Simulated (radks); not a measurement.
Removal energies from the bismuth ion Bi3+, [Hg], by Delta-SCF beside the eigenvalue of the level emptied. Method: scalar-relativistic Kohn-Sham, BLYP, spin-polarised, spherical densities, finite nucleus; Fermi nuclear charge, rms radius of each element as measured or else 0.836 A^(1/3) + 0.57 fm; computed with a radial shooting solver on a logarithmic mesh with Libxc functionals. Open shells are filled with parallel spins first.

| removed from | final configuration | Delta-SCF (eV) | -eigenvalue (eV) |
|---|---|---|---|
| 6s | [Xe] 4f14 5d10 6s1 | 45.223 | 40.008 |
| 5d | [Xe] 4f14 5d9 6s2 | 62.412 | 54.586 |
| 5p | [Kr] 4d10 4f14 5s2 5p5 5d10 6s2 | 132.64 | 123.62 |
| 4f | [Xe] 4f13 5d10 6s2 | 196.30 | 180.50 |
